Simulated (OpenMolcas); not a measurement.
# Ti2+: moving the ligands

Ti2+ with 4 ligands (bromide) in tetrahedral coordination (Td) at 2.64 Å. A charge of +0.5 e stands 3.2 Å behind each ligand. Ligand basis ANO-RCC-VDZP.
```
Ti    0.0000    0.0000    0.0000
Br    1.5242    1.5242    1.5242
Br    1.5242   -1.5242   -1.5242
Br   -1.5242    1.5242   -1.5242
Br   -1.5242   -1.5242    1.5242
```

```yaml
Program: OpenMolcas
Method: CASSCF
Basis: ANO-RCC-VDZP [5s4p2d1f]
Scalar_Hamiltonian: DKH2, point nucleus
Active_space: 2 electrons in 5 orbitals (3d)
State_averaging: 2S+1 = 3 even, 10 roots; 2S+1 = 1 even, 15 roots
Spin-orbit_coupling: RASSI with atomic mean-field integrals over the reference wave functions
```

Runs around this geometry, states (labels of Td). Energies in cm-1 above the lowest state or level, χT in cm3 K/mol.

| R (Å) | Ground state | First state of that spin | First gap with spin-orbit (degeneracies) | χT at 300 K | First state of another spin |
| --- | --- | --- | --- | --- | --- |
| 2.5 | 3A2 | 3T2 3301 | 3300 (3, 1) | 1.042 | 1E 11270 |
| 2.64 | 3A2 | 3T2 2595 | 2582 (3, 1) | 1.057 | 1E 11373 |
| 2.71 | 3A2 | 3T2 2294 | 2277 (3, 1) | 1.065 | 1E 11392 |

Taking the first state of the same spin as R^-n, n = -ln(2294 / 3301) / ln(2.71 / 2.5) = 4.5 between the shortest and longest distance.

Without dynamic correlation the repulsion within the d shell is too large (B by tens of per cent), so at a given field states of lower spin stand too high. Ligand-to-metal charge-transfer states are missing. With no ligand orbital active B as a rule stays too high, so bands that hang on it stand too high and its fall with covalency is understated. With metal d orbitals alone and no dynamic correlation the field as a rule comes out too small, by tens of per cent, by up to half for chloride and softer ligands. No measured value stands beside these numbers; the geometry is a model, was not optimised and need not be the one that this ion takes.
